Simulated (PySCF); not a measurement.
**Working out the ionisation energy of Ta⁺**

Ta⁺ [Xe] 4f14 5d3 6s1 (5F) → Ta²⁺ [Xe] 4f14 5d3 (4F). Computed with PySCF 2.14 in aug-cc-pVDZ-PP with ECP60MDF (5s5p4d2f, 54 functions), with a scalar-relativistic core potential. Frozen: 5s2 5p6. Energies in hartree (1 hartree = 27.21139 eV):

| part | Ta⁺ (lower) | Ta²⁺ (upper) |
| --- | --- | --- |
| UHF | -56.528667 | -56.007721 |
| CCSD correlation | -0.027294 | -0.012452 |
| (T) | -0.000219 | -0.000040 |

What does Hartree-Fock give?

(-56.007721) − (-56.528667) = 0.520946 hartree = 14.176 eV.

What do CCSD and CCSD(T) give?

The CCSD correlation energies differ by 0.014842 hartree = 0.404 eV and the triples by 0.000179 hartree = 0.005 eV, so CCSD gives 14.580 eV and CCSD(T) 14.585 eV.

Reference: 16.2 ± 0.5 eV (semi-empirical (NIST evaluation); NIST Atomic Spectra Database, ionization energies), between the lowest levels; spin-orbit coupling is absent from the calculation.

A double-zeta basis recovers only part of the correlation energy.

What remains against the reference includes basis incompleteness, the frozen core and higher excitations.
